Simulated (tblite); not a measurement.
Compound: C₄H₇ClSSi.
SMILES with atom numbers: `[CH3:1][C:2]#[C:3][Si@@H:4]([Cl:5])[S:6][CH3:7]` (hydrogens: H8, H9, H10 on C1; H11 on Si4; H12, H13, H14 on C7)

A start from a force field or distance geometry was refined with GFN2-xTB geometry optimisation, gas phase (tblite). Values at the start:

| coordinate | start |
| --- | --- |
| C1–C2 | 1.472 Å |
| C1–H8 | 1.100 Å |
| C2≡C3 | 1.210 Å |
| C3–Si4 | 1.833 Å |
| Si4–Cl5 | 2.128 Å |
| Si4–S6 | 2.127 Å |
| Si4–H11 | 1.464 Å |
| S6–C7 | 1.810 Å |
| C7–H12 | 1.114 Å |
| C1–C2–C3 | 177.7° |
| C2–C3–Si4 | 177.9° |
| C3–Si4–Cl5 | 109.9° |
| C3–Si4–S6 | 108.5° |
| Si4–S6–C7 | 109.6° |
| Cl5–Si4–S6 | 109.8° |
| C3–Si4–S6–C7 | 87° |

Q: How do these coordinates change at the GFN2-xTB level?

A: 
```json
{"coordinate": "Si4–Cl5", "GFN2-xTB (Å or °)": "2.011", "change": "-0.117"}
{"coordinate": "Si4–S6", "GFN2-xTB (Å or °)": "2.157", "change": "+0.030"}
{"coordinate": "C1–C2", "GFN2-xTB (Å or °)": "1.442", "change": "-0.030"}
{"coordinate": "C7–H12", "GFN2-xTB (Å or °)": "1.085", "change": "-0.029"}
{"coordinate": "C1–H8", "GFN2-xTB (Å or °)": "1.090", "change": "-0.010"}
{"coordinate": "S6–C7", "GFN2-xTB (Å or °)": "1.820", "change": "+0.010"}
{"coordinate": "C3–Si4", "GFN2-xTB (Å or °)": "1.841", "change": "+0.008"}
{"coordinate": "Si4–H11", "GFN2-xTB (Å or °)": "1.458", "change": "-0.006"}
{"coordinate": "C2≡C3", "GFN2-xTB (Å or °)": "1.207", "change": "-0.003"}
{"coordinate": "Si4–S6–C7", "GFN2-xTB (Å or °)": "99.2", "change": "-10.4"}
{"coordinate": "C2–C3–Si4", "GFN2-xTB (Å or °)": "175.5", "change": "-2.4"}
{"coordinate": "Cl5–Si4–S6", "GFN2-xTB (Å or °)": "108.1", "change": "-1.7"}
{"coordinate": "C1–C2–C3", "GFN2-xTB (Å or °)": "179.1", "change": "+1.4"}
{"coordinate": "C3–Si4–S6", "GFN2-xTB (Å or °)": "107.4", "change": "-1.1"}
{"coordinate": "C3–Si4–Cl5", "GFN2-xTB (Å or °)": "110.8", "change": "+0.9"}
{"coordinate": "C3–Si4–S6–C7", "GFN2-xTB (Å or °)": "56", "change": "-31"}
```

The energy falls by 7.1 kcal/mol over 115 L-BFGS steps, the largest force on an atom goes from 1.26 to 0.009 eV/Å, and the atoms move by 0.533 Å rms after alignment. The bond that changes most is Si4–Cl5 (chlorine-bound silicon to silicon-bound chlorine), which shortens by 0.117 Å. Bonds longer at the end by more than 0.005 Å: 3 of 13; shorter: 8. Among the dihedrals that turn most is Cl5–Si4–S6–C7, from -153° to 175°. Rotational constants go from 1381, 941.1, 598.7 to 1453, 1031, 646.3 MHz.

The run took 1.5 s wall on one thread, Arm Neoverse N1 (aarch64), shared host with 64 logical CPUs at a one-minute load of 58.

Its lowest GFN2-xTB frequency is 7 cm⁻¹, too small to tell a flat minimum from a shallow saddle. The numbers are those of one conformer. 3 starts were optimised and ended at 0.00, 0.17 and 0.17 kcal/mol (GFN2-xTB); the lowest of these is shown.

These are computed values.
